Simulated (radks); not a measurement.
Ionisation of neutral lead, [Hg] 6p2, to [Hg] 6p1 as the strength of local exchange is varied. All-electron calculation, scalar-relativistic Kohn-Sham, Slater X-alpha exchange (alpha = 2/3 is LDA exchange), no correlation, spin-polarised, spherical densities, point nucleus; open shells are filled with parallel spins first (spin-orbit coupling, left out, can overturn this in heavy ions). Program: a radial shooting solver on a logarithmic mesh with Libxc functionals.

alpha,E(Pb) (hartree),exchange (hartree),IE (eV),-e of the level emptied (eV),<r> of it (bohr)
0.604,-20827.4833,-331.5318,5.906,2.980 (6p),3.516
0.653,-20854.5622,-358.9142,6.275,3.301 (6p),3.441
0.667,-20862.3057,-366.7511,6.382,3.396 (6p),3.421
0.677,-20867.8387,-372.3525,6.460,3.464 (6p),3.406
0.836,-20956.0183,-461.8218,7.744,4.617 (6p),3.201
0.95,-21019.4793,-526.4398,8.729,5.523 (6p),3.075
0.98,-21036.2125,-543.5097,8.997,5.772 (6p),3.045
1.031,-21064.6906,-572.5909,9.460,6.206 (6p),2.995

NIST Atomic Spectra Database: 7.417 eV (measured). The Delta-SCF value meets it near alpha = 0.80. Open shells are spherical and high-spin; term and fine-structure splittings are not resolved. Spin-orbit splitting is averaged out at the scalar-relativistic level.
